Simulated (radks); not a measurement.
Ba4+, configuration [Kr] 4d10 5s2 5p4 (the NIST ground configuration). Method: scalar-relativistic Kohn-Sham, PBEsol, spin-polarised, spherical densities, point nucleus; open shells are filled with parallel spins first (spin-orbit coupling, left out, can overturn this in heavy ions); computed with a radial shooting solver on a logarithmic mesh with Libxc functionals.

Unscreened Slater integrals over Kohn-Sham orbitals (cm^-1). They are taken over the spin-up orbitals. Empty in this configuration: 4f.

F0(5p,5p): 111300
F2(5p,5p): 60794
F0(5p,5s): 117480
G1(5p,5s): 79631
F0(5p,4d): 137480
F2(5p,4d): 41241
G1(5p,4d): 12339
G3(5p,4d): 11943
F0(5p,4f): 126820
F2(5p,4f): 51479
G2(5p,4f): 32719
G4(5p,4f): 24531
F0(5s,5s): 125260
F0(5s,4d): 151930
G2(5s,4d): 17995
F0(5s,4f): 137990
G3(5s,4f): 34344
F0(4d,4d): 247700
F2(4d,4d): 126020
F4(4d,4d): 84123
F0(4d,4f): 198540
F2(4d,4f): 91208
F4(4d,4f): 57230
G1(4d,4f): 107540
G3(4d,4f): 66172
G5(4d,4f): 46417
F0(4f,4f): 168100
F2(4f,4f): 77779
F4(4f,4f): 48342
F6(4f,4f): 34644

Derived for the open shells (J is the average intra-shell exchange parameter used in DFT+U). 5p: J = F2/5 = 12160 cm^-1.
